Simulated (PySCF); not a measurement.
CdI, SMILES [Cd][I] (connectivity only; charge and spin as stated), neutral, multiplicity 2. Atoms are numbered in the order given.

```xyz
2

Cd     0.0000     0.0000    -1.4462
I      0.0000     0.0000     1.3098
```
Charge 0, spin multiplicity 2.

Coordinates come from a B3LYP-D3(BJ)/def2-TZVP optimisation. The multiplicity is an assumed one; other spin states were not compared. The def2 effective core potentials stand for the cores of Cd, I; spin–orbit coupling is left out.

All values below come from M06-2X/def2-TZVPD run with PySCF.

Isolated molecule, no solvent.

- total energy = -465.35998 hartree
- point group = C∞v
- α spin, highest occupied and lowest empty level = -7.19 and -0.51 eV
- β spin, highest occupied and lowest empty level = -8.28 and -3.94 eV
- dipole moment = 3.38 D
- mean static polarisability = 84.9 bohr³ (12.58 Å³)
- polarisability, principal values = 67.9, 67.9, 118.7 bohr³
- ⟨S²⟩ = 0.756 (pure state 0.75)
